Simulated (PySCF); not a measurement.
Two-dimensional NMR puzzle

Compound of formula C6H6F4. Correlations simulated from computed shifts and the bond graph:

HSQC (one-bond C–H):
```tsv
δH	δC
6.65	160.1
6.05	140.2
5.66	127.9
5.57	127.9
3.10	35.5
```

COSY cross peaks (H two or three bonds apart, from the bond graph; peaks can be absent where the dihedral angle is near 90°):
```tsv
δH	δH
6.05	5.66
6.05	5.57
6.05	3.10
5.66	5.57
```

HMBC (two and three bonds, from the bond graph):
```tsv
δH	δC
6.65	132.6, 120.8, 35.5
6.05	127.9, 120.8, 35.5
5.66	140.2, 35.5
5.57	140.2, 35.5
3.10	160.1, 140.2, 132.6, 127.9, 120.8
```

Carbons without hydrogens: δ 132.6, 120.8.

Computed data (PySCF): shieldings: GIAO PBE0/pcSseg-1, structure optimised with GFN2-xTB. One conformer, no relativistic terms, gas phase, fast rotation and ring inversion assumed for equivalent nuclei.

Shifts are taken against calculated references (same method and geometry level): 1H (σ = 31.72 ppm) and 13C (σ = 186.93 ppm) vs TMS.

Exchangeable hydrogens are left out of these lists.

Work out the connectivity.

Results:

SMILES C=CC/C(=C/F)C(F)(F)F.

Atoms are numbered as in `[CH2:1]=[CH:2][CH2:3]/[C:4](=[CH:5]/[F:6])[C:7]([F:8])([F:9])[F:10]`. Each H is labelled by its parent atom. Ha(C1) is cis to C3; Hb(C1) is trans to C3.

- δC 160.1 is C5, an alkene CH (δH 6.65).
- δC 140.2 is C2, an alkene CH (δH 6.05).
- δC 132.6 is C7, a CF3 carbon.
- δC 127.9 is C1, a terminal =CH2 carbon (δH 5.66, 5.57).
- δC 120.8 is C4, a fully substituted alkene carbon.
- δC 35.5 is C3, an allylic sp3 CH2 (δH 3.10).
- HMBC from δH 6.65 reaches the proton-free carbons C7, C4.
- HMBC from δH 6.05 reaches the proton-free carbon C4.
- HMBC from δH 3.10 reaches the proton-free carbons C7, C4.
- COSY links 6.05–5.66, 6.05–5.57, 6.05–3.10, 5.66–5.57.

This is the structure that produced the data.

Shifts are as computed. Against solution values, carbons near 30 ppm lie about +3 ppm off and those near 130 ppm about +5 ppm. Of 1211 compounds with measured shifts, 218 miss one by over three times the rms of a fit or turn the order of signals round; such compounds aren't used in these exercises.
